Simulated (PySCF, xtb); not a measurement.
H8N2OSi2, SMILES N[SiH2]O[SiH2]N.

GFN2-xTB in xtb at its own geometry gives an orbital gap of 5.76 eV and a dipole moment of 1.82 D.

Geometry: B3LYP-D3(BJ)/def2-SVP. Other conformers were not sampled.

What does PBE/def2-TZVP run with PySCF give? (Estimate from the structure and the level; the computed values follow.)

gap 5.59 eV (levels -6.08 and -0.49 eV), dipole 2.42 D.
